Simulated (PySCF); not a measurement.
# C$_{5}$H$_{3}$ClO$_{2}$: full NMR table

| Item | Value |
| --- | --- |
| Formula | C5H3ClO2 |
| SMILES | O=C1C=C(Cl)C(=O)C1 |
| Point group of the computed structure | Cs |
| Degrees of unsaturation | 4 |
| Carbon signals | 5 |
| Proton signals | 2 |

Molfile (atoms numbered from 1):
```
C5H3ClO2
     RDKit          3D

 11 11  0  0  0  0  0  0  0  0999 V2000
   -1.1235    2.1635   -0.3605 O   0  0  0  0  0  0  0  0  0  0  0  0
   -0.5404    1.1281   -0.1785 C   0  0  0  0  0  0  0  0  0  0  0  0
    0.8936    0.9668    0.1229 C   0  0  0  0  0  0  0  0  0  0  0  0
    1.2049   -0.3323    0.2608 C   0  0  0  0  0  0  0  0  0  0  0  0
    2.7169   -1.0101    0.6065 Cl  0  0  0  0  0  0  0  0  0  0  0  0
    0.0020   -1.2053    0.0672 C   0  0  0  0  0  0  0  0  0  0  0  0
   -0.0256   -2.4013    0.1279 O   0  0  0  0  0  0  0  0  0  0  0  0
   -1.1470   -0.2654   -0.2176 C   0  0  0  0  0  0  0  0  0  0  0  0
    1.5601    1.8061    0.2094 H   0  0  0  0  0  0  0  0  0  0  0  0
   -1.9387   -0.3734    0.5259 H   0  0  0  0  0  0  0  0  0  0  0  0
   -1.5968   -0.4741   -1.1899 H   0  0  0  0  0  0  0  0  0  0  0  0
  1  2  2  0
  2  3  1  0
  3  4  2  0
  4  5  1  0
  4  6  1  0
  6  7  2  0
  6  8  1  0
  8  2  1  0
  3  9  1  0
  8 10  1  0
  8 11  1  0
M  END
```

- GFN2-xTB structure
- GIAO PBE0/pcSseg-1 shieldings
- run in PySCF 2.14
- one conformer, in vacuum, averaged over atoms made equivalent by symmetry, fast rotation or ring inversion, relativity neglected

Scale: 1H (σref 31.72) and 13C (σref 186.93) against TMS; H2O for 17O (σref 336.08) (reference shieldings calculated alike).

| carbon | δC, type | δH (multiplicity) | HMBC from (2–3 bonds) | span of the C tensor (ppm) |
| --- | --- | --- | --- | --- |
| C2 | 200.0, C | – | H9, H10/H11 | 181 |
| C3 | 152.2, CH | 7.23 (s) | H10/H11 | 206 |
| C4 | 171.1, C | – | H9, H10/H11 | 196 |
| C6 | 199.0, C | – | H9, H10/H11 | 172 |
| C8 | 45.2, CH2 | 2.89 (s) | H9 | 16 |

Other nuclei:
```
atoms  nucleus    environment  δ (ppm)  σ (ppm)
   O1      17O  ketone oxygen    686.7   -350.6
   O7      17O  ketone oxygen    673.7   -337.6
```

Carbon types of the structure: 3 × C, 1 × CH, 1 × CH2, which accounts for all hydrogens. δC 200.0, 199.0: ketone carbonyl carbon; the double bond to the heteroatom, with no lone-pair donor beside it, deshields it most. δC 171.1, 152.2: β carbon of a C=C–C=O unit; conjugation with the carbonyl draws π density from the β position. δC 45.2: sp3 CH2 α to a carbonyl; the adjacent C=O deshields it moderately. δH 7.23: hydrogen on a β carbon of a C=C–C=O unit; a vinylic proton, deshielded by the sp2 carbon and the C=C anisotropy. δH 2.89: hydrogen on an sp3 CH2 α to a carbonyl; α to C=O.

Carbons that carry Cl, above all several Cl atoms, come out too deshielded, partly because spin–orbit coupling is missing. Shifts are as computed. Against solution values, carbons near 30 ppm lie about +3 ppm off and those near 130 ppm about +5 ppm; carbons on Cl a further +6 ppm. Of 1211 compounds with measured shifts, 218 miss one by over three times the rms of a fit or turn the order of signals round; such compounds aren't used in these exercises. Unscaled 17O shifts of doubly bonded oxygen tend to come out too high, by tens of ppm or more. Experimental scales use liquid or dissolved standards, which lie at an offset from isolated H2O (liquid H2O: subtract about 36 ppm). No couplings were computed; multiplicities are counted from neighbouring protons, with m where these are inequivalent, close in shift, in a saturated or five-membered ring or joined by F or P, and br s for small geminal =CH2 splittings.
